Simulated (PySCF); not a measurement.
**3-cyanophenol (SMILES N#Cc1cccc(O)c1)**

Cartesian coordinates in Å; atom numbers follow the order of the lines, from 1:
```xyz
14

N     3.581   -1.840   -0.379
C     2.589   -1.252   -0.257
C     1.363   -0.526   -0.107
C     1.390    0.846    0.169
C     0.183    1.528    0.310
C    -1.032    0.865    0.181
C    -1.057   -0.508   -0.095
O    -2.260   -1.099   -0.210
C     0.143   -1.205   -0.239
H     2.345    1.363    0.269
H     0.189    2.599    0.525
H    -1.982    1.391    0.290
H    -2.146   -2.037   -0.399
H     0.140   -2.277   -0.454
```

Method used: PySCF, quadratic response CAM-B3LYP/aug-cc-pVDZ first hyperpolarisability, Taylor convention, gas phase. Geometry: PBE0-D3(BJ)/def2-SVP.

(1) Give the tensor of the second harmonic β(−2ω;ω,ω) at 1907 nm in the axes of these coordinates.

## Answers

(1) In au, Taylor convention; rows are the first index (the induced dipole):
|  | xx | yy | zz | xy | xz | yz |
| --- | --- | --- | --- | --- | --- | --- |
| x | -165.4 | -63.7 | -1.8 | -42.3 | -8.0 | -13.0 |
| y | -42.8 | -15.0 | -31.4 | -67.2 | -13.7 | +11.3 |
| z | -8.1 | +11.1 | -20.2 | -13.7 | -1.8 | -30.9 |

Norm of βᵢ = ⅓ Σⱼ (βᵢⱼⱼ + βⱼᵢⱼ + βⱼⱼᵢ): 250.0 au, hyper-Rayleigh value 97.9 au.
